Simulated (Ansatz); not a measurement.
`C=C[Si](O)(O)F`. Total charge 0; spin multiplicity 1.

```xyz
11

C    -1.364   -0.953   -0.944
C    -0.050   -0.771   -0.840
Si    0.682    0.446    0.325
O    -0.437    1.310    1.143
O     1.623   -0.352    1.380
F     1.562    1.491   -0.508
H    -2.065   -0.392   -0.334
H    -1.795   -1.672   -1.635
H     0.609   -1.365   -1.469
H    -0.738    2.130    0.750
H     1.973    0.129    2.132
```

(1) Give the diagnostics of a CCSD(T)/def2-TZVPP run (frozen core, the Gaussian-basis code of Ansatz). (An estimate is asked.)

## Answers

(1) Computed: T1 = 0.0116, largest single amplitude 0.013, largest double 0.074, (T) share of the correlation energy 3.6 %, 9 CCSD cycles. The RHF solution is stable towards an unrestricted one. T1 lies under the customary mark of 0.02 for closed shells.
